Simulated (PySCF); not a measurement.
Compound: C5H4O3.
Geometry (PBE0-D3(BJ)/def2-SVP, Å), atoms numbered from 1 in this order:
```xyz
12
C5H4O3 angstrom
O      2.1227   -1.1431    0.9058
C      1.5640   -0.2375    0.3387
O      2.2173    0.8257   -0.1530
C      0.1178   -0.1599    0.1020
C     -0.6451    0.8525   -0.5692
C     -1.9369    0.4339   -0.5100
O     -2.0200   -0.7506    0.1439
C     -0.7849   -1.1050    0.5100
H      3.1543    0.6841    0.0503
H     -0.2631    1.7614   -1.0262
H     -2.8751    0.8464   -0.8707
H     -0.6677   -2.0407    1.0501
```

Linear response at wB97X-D/def2-SVPD (PySCF, frozen core in the response, non-relativistic). Isolated species at its PBE0-D3(BJ)/def2-SVP geometry (one conformer only).

Static isotropic polarisability: 66.24 au (9.82 Å³), principal values 41.8, 70.7, 86.2 au.

Question: What is the polarisability at 1064 nm and at the sodium D line?

Answer: 66.92 au at 1064 nm (+1.0 %), 68.56 au at 589.3 nm (+3.5 %). The rise at 589.3 nm is 3.43 times that at 1064 nm; a pure ω² law gives 3.26. The lowest singlet lies at 227 nm, shorter than both wavelengths.

Question: What is the isotropic C6 coefficient between two such molecules, C6 = (3/π)∫α(iω)² dω?

Answer: 1842 au (Eh·bohr⁶) by a ten-point quadrature over imaginary frequencies, which is 1100 eV·Å⁶ or 106 J·nm⁶/mol.

Question: Which effective excitation energy ω̄ makes London's formula C6 = (3/4)α²ω̄ exact here?

Answer: ω̄ = 4·C6/(3α²) = 0.560 Eh = 15.2 eV. A one-pole form α(ω) = α/(1 − ω²/ω̄²) fitted to the 1064 nm value gives 11.6 eV. London's choice of the ionisation energy (9.30 eV, ΔSCF at the same level) gives C6 = 1120 au, 39 % too low.

Question: What does −C6/R⁶ come to at R = 10 Å between centres?

Answer: -110 J/mol. This is the leading, orientation-averaged term; C8 and higher terms are left out.

Question: The lowest 6 singlets have (eV, f): 5.46, 0.000; 5.62, 0.073; 6.54, 0.008; 7.00, 0.584; 7.17, 0.004; 7.77, 0.020. What share of the static polarisability do they carry in the sum over states α = Σ f/ω²?

Answer: 10.96 au, 16.6 % of α; the largest term, 8.83 au, is that of the state at 7.00 eV. Their oscillator strengths add up to 0.69. Higher states carry the rest.

Question: How many electrons N does the Slater–Kirkwood formula C6 = (3/4)·√N·α^(3/2) need to give this C6?

Answer: N = (4·C6/3)²/α³ = 20.8; the species has 58 electrons in all.

Question: What n − 1 at the D line would an ideal gas of it have at 273.15 K and 1 atm (2.6868 × 10¹⁹ cm⁻³), by n − 1 = 2π·N·α′?

Answer: 17.15 × 10⁻⁴, a formal value whether or not that pressure can be reached.

Question: What three-body coefficient follows from the one-pole estimate C9 = (3/4)·α·C6?

Answer: 91500 au. This is an estimate from the two numbers above, not a computed integral.

wB97X-D is run here without its empirical dispersion term; that term would change no orbital, density or response property at a fixed geometry.
